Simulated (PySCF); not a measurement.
Molfile (atoms numbered from 1):
```
C6H9ClOSi
     RDKit          3D

 18 18  0  0  0  0  0  0  0  0999 V2000
   -1.5585    0.9350   -1.2986 C   0  0  0  0  0  0  0  0  0  0  0  0
   -1.1279    0.1907   -0.1007 C   0  0  0  0  0  0  0  0  0  0  0  0
   -0.0763   -0.6031    0.2097 C   0  0  0  0  0  0  0  0  0  0  0  0
    1.1382   -1.0760   -0.4918 C   0  0  0  0  0  0  0  0  0  0  0  0
    2.6155    0.0822   -0.1150 Si  0  0  0  0  0  4  0  0  0  0  0  0
    2.0876    1.9370   -0.7059 Cl  0  0  0  0  0  0  0  0  0  0  0  0
   -0.5465   -0.7825    1.5915 C   0  0  0  0  0  0  0  0  0  0  0  0
   -0.1502   -1.3389    2.5777 O   0  0  0  0  0  0  0  0  0  0  0  0
   -1.7789    0.0915    1.2674 C   0  0  0  0  0  0  0  0  0  0  0  0
   -0.9020    0.7320   -2.1412 H   0  0  0  0  0  0  0  0  0  0  0  0
   -2.5823    0.6688   -1.5622 H   0  0  0  0  0  0  0  0  0  0  0  0
   -1.5410    2.0062   -1.0940 H   0  0  0  0  0  0  0  0  0  0  0  0
    0.9524   -1.1205   -1.5665 H   0  0  0  0  0  0  0  0  0  0  0  0
    1.3788   -2.0816   -0.1480 H   0  0  0  0  0  0  0  0  0  0  0  0
    3.7779   -0.3420   -0.8919 H   0  0  0  0  0  0  0  0  0  0  0  0
    2.8890    0.1168    1.3157 H   0  0  0  0  0  0  0  0  0  0  0  0
   -1.8482    1.0184    1.8361 H   0  0  0  0  0  0  0  0  0  0  0  0
   -2.7363   -0.4276    1.3060 H   0  0  0  0  0  0  0  0  0  0  0  0
  1  2  1  0
  2  3  2  0
  3  4  1  0
  4  5  1  0
  5  6  1  0
  3  7  1  0
  7  8  2  0
  7  9  1  0
  9  2  1  0
  1 10  1  0
  1 11  1  0
  1 12  1  0
  4 13  1  0
  4 14  1  0
  5 15  1  0
  5 16  1  0
  9 17  1  0
  9 18  1  0
M  END
```

[PySCF: GFN2-xTB structure; GIAO PBE0/pcSseg-1 shieldings; single conformer; rapidly exchanging positions averaged; non-relativistic Hamiltonian; gas phase]

Q: List the cross peaks expected in HSQC, COSY and HMBC spectra.

A: 

HSQC (one-bond C–H):
| δH | δC |
| --- | --- |
| 3.10 (H17/H18) | 54.7 (C9) |
| 2.40 (H10/H11/H12) | 18.3 (C1) |
| 1.89 (H13/H14) | 15.9 (C4) |

COSY cross peaks (H two or three bonds apart, from the bond graph; peaks can be absent where the dihedral angle is near 90°):
| δH | δH |
| --- | --- |
| 5.10 (H15/H16) | 1.89 (H13/H14) |

HMBC (two and three bonds, from the bond graph):
| δH | δC |
| --- | --- |
| 5.10 (H15/H16) | 148.6 (C3), 15.9 (C4) |
| 3.10 (H17/H18) | 189.9 (C7), 179.2 (C2), 148.6 (C3), 18.3 (C1) |
| 2.40 (H10/H11/H12) | 179.2 (C2), 148.6 (C3), 54.7 (C9) |
| 1.89 (H13/H14) | 189.9 (C7), 179.2 (C2), 148.6 (C3) |

δ = σ(ref) − σ, references computed at the same level: 1H (31.72 ppm) and 13C (186.93 ppm) against TMS.

Short H···H contacts in this conformer between protons four or more bonds apart (candidates for NOE cross peaks, intensity ∝ r⁻⁶): H10···H13 2.68 Å.

Shifts are as computed. Against solution values, carbons near 30 ppm lie about +3 ppm off and those near 130 ppm about +5 ppm. Of 1309 compounds with measured shifts, 239 miss one by over three times the rms of a fit or turn the order of signals round; such compounds aren't used in these exercises.
